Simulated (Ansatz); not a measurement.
Cost and result for the atomization energy of `C=N[SiH2][TeH]` (9 atoms, 8 bonds).

```csv
atom,x (Å),y (Å),z (Å)
C1,-0.279,-1.561,0.663
N2,0.713,-1.017,0.116
Si3,0.874,0.653,-0.330
Te4,-1.091,2.122,0.188
H5,-1.199,-1.021,0.935
H6,-0.257,-2.631,0.898
H7,2.006,1.217,0.443
H8,1.149,0.692,-1.784
H9,-1.917,1.547,-1.130
```

Charge 0, multiplicity 1. Correlated methods include outer-core shells of Te, which these sets cover unevenly. Te takes the def2 core potential. The geometry is a stationary point of PBE0-D4/def2-TZVP. It is one conformer, not always the lowest. Program: Ansatz. All runs use 4 threads of an Intel Xeon Platinum 8259CL on a shared host. Times are those of one run each, without the atoms' runs, and a repeat can differ threefold. Electronic energies, without spin–orbit coupling; frozen cores. CCSD(T)/CBS adds CCSD(T) − MP2 in def2-TZVPP to the MP2 limit, and its time is that of the two runs behind it. T1 = 0.013. With those shells the extrapolation isn't a true limit. B3LYP takes the VWN-RPA correlation (the form of Gaussian; ORCA's B3LYP/G).

CCSD(T)/CBS is a level of theory with its own doubt, some kJ/mol a heavy atom from the limit and from the frozen cores, so smaller differences don't rank the functionals.

| level | functions | wall time |
| --- | --- | --- |
| PBE-D4/def2-TZVPP (with forces) | 224 | 3.6 s |
| PBE0-D4/def2-TZVPP | 224 | 4.4 s |
| B3LYP-D4/def2-TZVPP (with forces) | 224 | 6 s |
| r2SCAN-D4/def2-TZVPP (with forces) | 224 | 7 s |
| B2PLYP/def2-TZVPP | 224 | 7.5 s |
| ωB97X-V/def2-TZVPP | 224 | 11 s |
| ωB97M-V/def2-TZVPP (with forces) | 224 | 13 s |
| MP2/def2-QZVPP | 416 | 20 s |
| CCSD(T)/def2-TZVPP | 224 | 100 s |
| CCSD(T)/CBS(def2) | – | 2 min |

**Question.** What atomization energy does each give, and how far from CCSD(T)/CBS? (An estimate is asked.)

**Answer.** Ansatz gave: 
```
                             level  atomization (kcal/mol)  difference from CCSD(T)/CBS  per bond
   PBE-D4/def2-TZVPP (with forces)                   718.1                         11.0       1.4
                PBE0-D4/def2-TZVPP                   702.8                         -4.3      -0.5
 B3LYP-D4/def2-TZVPP (with forces)                   707.2                          0.1       0.0
r2SCAN-D4/def2-TZVPP (with forces)                   702.0                         -5.1      -0.6
                 B2PLYP/def2-TZVPP                   695.6                        -11.5      -1.4
                ωB97X-V/def2-TZVPP                   708.3                          1.2       0.2
  ωB97M-V/def2-TZVPP (with forces)                   704.1                         -3.0      -0.4
                    MP2/def2-QZVPP                   703.1                         -4.0      -0.5
                CCSD(T)/def2-TZVPP                   682.3                        -24.8      -3.1
                 CCSD(T)/CBS(def2)                   707.1                          0.0       0.0
```

The D4 term adds +8.8 kcal/mol with B3LYP and +4.6 kcal/mol with PBE0; it sums over pairs of atoms, weighted by their polarisabilities, and B3LYP, whose exchange is more repulsive, gets the larger term. From PBE to PBE0 (25 % exact exchange), in def2-TZVPP and without D4, the atomization energy moves by −14.5 kcal/mol: exact exchange takes away binding that semilocal exchange gives to molecules. In def2-TZVPP, CCSD(T) changes the Hartree–Fock value by +196.3 kcal/mol (the triples alone add +13.1 kcal/mol) and MP2 by +202.4 kcal/mol; breaking electron pairs costs correlation energy, which Hartree–Fock lacks.

Spin–orbit coupling would lower the free Te atoms strongly, and the atomization energy with them, by more than many differences here.
